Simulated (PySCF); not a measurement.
CH6ClNSi.

```xyz
10

Si    -0.2549    -0.0485     0.5044
C      1.2278    -1.0365     1.0632
N     -1.5269    -1.1202     0.0564
Cl     0.4023     1.1903    -1.0700
H     -0.7877     0.8713     1.5402
H      0.9708    -1.6660     1.9299
H      1.5838    -1.6901     0.2504
H      2.0574    -0.3690     1.3423
H     -1.3243    -1.8984    -0.5658
H     -2.4495    -0.7427    -0.1422
```

The structure is a stationary point at B3LYP-D3(BJ)/def2-SVP. Other conformers were not sampled.

These are HF/pcSseg-1 (PySCF) values and carry that method's errors. Non-relativistic, no solvent.

Computed absolute GIAO shielding of each atom: isotropic value and principal components (ppm):
```json
[
 {"atom": "Si1", "σ(iso)": "396.2", "σ11": "369.5", "σ22": "386.5", "σ33": "432.5", "span": "63.0"},
 {"atom": "C2", "σ(iso)": "188.7", "σ11": "179.1", "σ22": "189.3", "σ33": "197.8", "span": "18.7"},
 {"atom": "N3", "σ(iso)": "238.8", "σ11": "228.8", "σ22": "229.8", "σ33": "257.8", "span": "29.0"},
 {"atom": "Cl4", "σ(iso)": "935.1", "σ11": "829.3", "σ22": "932.8", "σ33": "1043.1", "span": "213.7"},
 {"atom": "H5", "σ(iso)": "27.1", "σ11": "23.4", "σ22": "25.0", "σ33": "32.8", "span": "9.4"},
 {"atom": "H6", "σ(iso)": "31.3", "σ11": "26.5", "σ22": "28.1", "σ33": "39.3", "span": "12.8"},
 {"atom": "H7", "σ(iso)": "31.2", "σ11": "27.2", "σ22": "29.1", "σ33": "37.2", "span": "10.0"},
 {"atom": "H8", "σ(iso)": "31.2", "σ11": "26.5", "σ22": "28.9", "σ33": "38.3", "span": "11.8"},
 {"atom": "H9", "σ(iso)": "30.7", "σ11": "23.8", "σ22": "27.1", "σ33": "41.1", "span": "17.2"},
 {"atom": "H10", "σ(iso)": "30.5", "σ11": "23.4", "σ22": "25.8", "σ33": "42.2", "span": "18.8"}
]
```
